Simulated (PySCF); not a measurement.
# La⁺: ionisation energy

La⁺ [Xe] 5d2 (3F) → La²⁺ [Xe] 5d1 (2D), as a difference of total energies. All numbers are calculated (PySCF 2.14, scalar relativity by spin-free X2C-1e, in cc-pVDZ-X2C (8s7p5d3f1g, 84 functions)). Correlated levels: valence: [Kr] 4d10 frozen. The calculations carry no spin-orbit coupling.

```tsv
method	ionisation energy (eV)
UHF	10.399
MP2 (valence)	10.844
SCS-MP2 (valence)	10.756
CCSD (valence)	10.870
CCSD(T) (valence)	10.896
```

How much does correlation contribute at CCSD(T) (valence)?

10.896 − (10.399) = 0.497 eV, measured against UHF.

A first-order spin-orbit estimate (lowest level to lowest level, LS coupling) adds 0.010 eV.

Errors of the correlated levels include the incompleteness of this basis and the frozen core.

For comparison: 11.185 eV (measured; NIST Atomic Spectra Database, ionization energies).
